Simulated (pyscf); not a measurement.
H₃Si–SiH₂–AsH•, doublet

Gas-phase minimum from PySCF at ωB97X-D3(BJ)/def2-SVP, one conformer. Other isomers of H₃Si–SiH₂–AsH• were not searched in full and may lie lower. 

```xyz
9

Si    -1.2741    -1.6513    -1.0781
Si     0.2659    -0.6310     0.3506
As     2.3625    -0.7040    -0.7012
H     -1.2964    -0.9098    -2.3736
H     -0.8499    -3.0587    -1.3364
H     -2.6494    -1.6568    -0.4967
H      0.3406    -1.3692     1.6459
H     -0.1444     0.7797     0.6245
H      1.8581     0.2349    -1.7929
```
Charge 0, spin multiplicity 2.

Bond lengths (Å): Si1–Si2 2.335, Si1–H4 1.493, Si1–H5 1.492, Si1–H6 1.493, Si2–As3 2.347, Si2–H7 1.493, Si2–H8 1.494, As3–H9 1.526. Angles (°): Si2–Si1–H4 108.9, Si2–Si1–H5 109.3, Si2–Si1–H6 111.8, H4–Si1–H5 108.8, H4–Si1–H6 109.0, H5–Si1–H6 109.0, Si1–Si2–As3 107.5, Si1–Si2–H7 110.4, Si1–Si2–H8 110.1, As3–Si2–H7 109.2, As3–Si2–H8 110.9, H7–Si2–H8 108.8, Si2–As3–H9 90.4.

Properties at ωB97X-D3(BJ)/def2-SVP:

```
Item                                                                                                                                                                                                                               Value
---------------------------------------------------------------------------------------------------------------------  -----------------------------------------------------------------------------------------------------------------
Harmonic wavenumbers, unscaled                                                                                         86, 103, 154, 355, 364, 460, 483, 502, 650, 705, 771, 890, 934, 953, 956, 2226, 2236, 2243, 2244, 2251, 2254 cm⁻¹
Zero-point energy                                                                                                                                                                                                          31.2 kcal/mol
Rotational symmetry number                                                                                                                                                                                                             1
Entropy of this conformer at 298 K and 1 atm, rigid rotor and harmonic oscillator, modes under 100 cm⁻¹ raised to 100                                                                                                    354.3 J/(mol K)
Dipole moment                                                                                                                                                                                                                     0.51 D
Spin expectation value S2                                                                                                                                                                                                          0.753
```

Single-point totals, which compare only within one level:

```json
[
 {"level": "ωB97X-D3(BJ)/def2-TZVP", "total energy (hartree)": "-2818.46362"},
 {"level": "PBE/def2-TZVP", "total energy (hartree)": "-2817.80972"},
 {"level": "r²SCAN/def2-TZVP", "total energy (hartree)": "-2818.39432"},
 {"level": "B3LYP-D3(BJ)/def2-TZVP", "total energy (hartree)": "-2818.56507"},
 {"level": "PBE0-D3(BJ)/def2-TZVP", "total energy (hartree)": "-2817.94661"},
 {"level": "M06-2X/def2-TZVP", "total energy (hartree)": "-2818.41508"},
 {"level": "ωB97M-D3(BJ)/def2-TZVP", "total energy (hartree)": "-2818.55241"}
]
```

Soft torsions are taken as harmonic, which can shift the entropy by several J/(mol K). Elements up to Kr have no core potential and no relativistic terms here.
